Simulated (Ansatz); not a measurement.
Geometry optimisation, RKS r2SCAN-D4/def2-SVP in Ansatz 0.2.0.

input.yaml

```yaml
crystal:
  periodic: [false, false, false]
  atoms:
    - { symbol: B, position_ang: [0.0, 0.0, 0.0] }
    - { symbol: F, position_ang: [0.0, 0.0, 1.67] }
    - { symbol: Cl, position_ang: [1.6108, 0.0, -0.93] }
    - { symbol: Cl, position_ang: [-1.6108, 0.0, -0.93] }
    - { symbol: "N", position_ang: [0.0773, -1.7539, 0.5833] }
    - { symbol: H, position_ang: [-0.441, -2.5119, 0.0539] }
    - { symbol: C, position_ang: [0.8576, -2.0964, 1.7812] }
    - { symbol: H, position_ang: [0.9977, -3.1964, 1.8301] }
    - { symbol: H, position_ang: [1.849, -1.5995, 1.7321] }
    - { symbol: H, position_ang: [0.3162, -1.7522, 2.687] }
    - { symbol: H, position_ang: [0.0473, -1.0728, 1.5337] }
basis:
  gaussian: { orbitals: def2-SVP }
hamiltonian:
  xc: r2scan
  dispersion: d4
relax:
  f_tol: 0.15
  max_steps: 25
  restrain:
    - { distance: [0, 4], at: 2.75, k: 30.0 }
    - { distance: [10, 1], at: 2.12, k: 30.0 }
    - { distance: [0, 1], at: 1.32, k: 30.0 }
    - { distance: [10, 4], at: 1.06, k: 30.0 }
```

Command:

```bash
$ ansatz run input.yaml --threads 4 --pin off --max-ram 5120MiB --backend cpu --events-out ev --progress --plain --runs-dir out
```

Problem. Where does it end, and by what steps?

Solution. The run converged. The restraints hold the end off the free minimum; the threshold counts their pulls, which the force column leaves out. Restrained pairs: B1–N5 (1.85 → 2.73 Å), F2–H11 (1.08 → 2.13 Å), B1–F2 (1.67 → 1.33 Å), N5–H11 (1.17 → 1.04 Å). After 17 steps the energy has fallen by 5.187 eV (the restraints' own energy left out); F2 moved furthest, 1.20 Å.

```
step  energy less start (eV)  largest force component (eV/Å)  accepted
   0                  0.0000                           6.780       yes
   1                 -0.4874                           4.407       yes
   2                 -0.8663                           4.771       yes
   3                 -1.6373                           4.593       yes
   4                 -3.0583                           4.609       yes
   5                 -4.1771                           2.541       yes
   6                 -4.8035                           2.433       yes
   7                 -4.8925                           1.577       yes
   8                 -5.0188                           1.254       yes
   9                 -5.0716                           0.713       yes
  10                 -5.1006                           0.651       yes
  11                 -5.1198                           0.736       yes
  12                 -5.1054                           0.841        no
  13                 -5.1444                           0.714       yes
  14                 -5.1665                           0.805       yes
  15                 -5.1844                           0.891       yes
  16                 -5.1768                           0.949        no
  17                 -5.1872                           0.864       yes
```

```xyz
11
Properties=species:S:1:pos:R:3
B 0.008 0.393 -0.283
F -0.469 0.785 0.890
Cl 1.743 0.413 -0.539
Cl -1.113 0.114 -1.603
N -0.177 -1.930 1.148
H -0.846 -2.687 1.015
C 1.038 -2.385 1.804
H 1.516 -3.168 1.194
H 1.751 -1.547 1.868
H 0.899 -2.792 2.827
H -0.645 -1.180 1.692
```

The run took 58 s on 4 threads of Arm Neoverse V1, with other jobs on the host, peak memory 0.21 GiB.
